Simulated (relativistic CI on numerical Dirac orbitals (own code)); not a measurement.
Ligand-field terms of d2

Computed with a parametric ligand-field model of a d^n configuration (Racah B and C, spin-orbit zeta, crystal field), exact diagonalisation.

Field parameters in Wybourne normalisation: Oh B⁴₀ = 21Dq, B⁴₄ = √(5/14) B⁴₀; Td as Oh with Dq negative (B⁴₀ = 21Dq, B⁴₄ = √(5/14) B⁴₀). The field is a parameter set, without covalency.

(1) Ground term and bands for B = 640, C = 2710, ζ = 0 cm⁻¹, Oh, 10Dq = 4600 cm⁻¹?

(2) A d2 ion in Oh symmetry has the ground term 3T1 and bands at 1T2 9824 cm⁻¹ (1018 nm), 1E 9900 cm⁻¹ (1010 nm), 1A1 22613 cm⁻¹ (442 nm), 3T2 29465 cm⁻¹ (339 nm), 3T1 37280 cm⁻¹ (268 nm), 3A2 60415 cm⁻¹ (166 nm). Which parameters reproduce them?

(3) Ground term and bands for B = 650, C = 3330, ζ = 0 cm⁻¹, Oh, 10Dq = 35900 cm⁻¹?

(4) Ground term and bands for B = 830, C = 4070, ζ = 0 cm⁻¹, Oh, 10Dq = 35800 cm⁻¹?

(5) A d2 ion in Td symmetry has the ground term 3A2 and bands at 3T2 3000 cm⁻¹, 3T1 5213 cm⁻¹ (1918 nm), 1E 8704 cm⁻¹ (1149 nm), 1T2 11341 cm⁻¹ (882 nm), 3T1 13087 cm⁻¹ (764 nm), 1A1 13761 cm⁻¹ (727 nm). Which parameters reproduce them?

Results:

(1) Ground term 3T1 with 0.10 electrons in the two orbitals of the cubic e set. Spin-allowed: 3T2 3948 cm⁻¹ (2533 nm), 3A2 8548 cm⁻¹ (1170 nm), 3T1 12896 cm⁻¹ (775 nm). Lowest spin-forbidden: 1T2 9536 cm⁻¹ (1049 nm), 1E 9988 cm⁻¹ (1001 nm), 1T2 15481 cm⁻¹ (646 nm).

(2) B = 620, C = 2940, ζ = 0 cm⁻¹, Oh, 10Dq = 30950 cm⁻¹.

(3) Ground term 3T1 with 0.01 electrons in the two orbitals of the cubic e set. Spin-allowed: 3T2 34311 cm⁻¹ (291 nm), 3T1 42472 cm⁻¹ (235 nm), 3A2 70211 cm⁻¹ (142 nm). Lowest spin-forbidden: 1T2 10778 cm⁻¹ (928 nm), 1E 10850 cm⁻¹ (922 nm), 1A1 24898 cm⁻¹ (402 nm).

(4) Ground term 3T1 with 0.01 electrons in the two orbitals of the cubic e set. Spin-allowed: 3T2 33876 cm⁻¹ (295 nm), 3T1 44402 cm⁻¹ (225 nm), 3A2 69676 cm⁻¹ (144 nm). Lowest spin-forbidden: 1T2 13451 cm⁻¹ (743 nm), 1E 13569 cm⁻¹ (737 nm), 1A1 30500 cm⁻¹ (328 nm).

(5) B = 620, C = 2190, ζ = 0 cm⁻¹, Td, 10Dq = -3000 cm⁻¹.
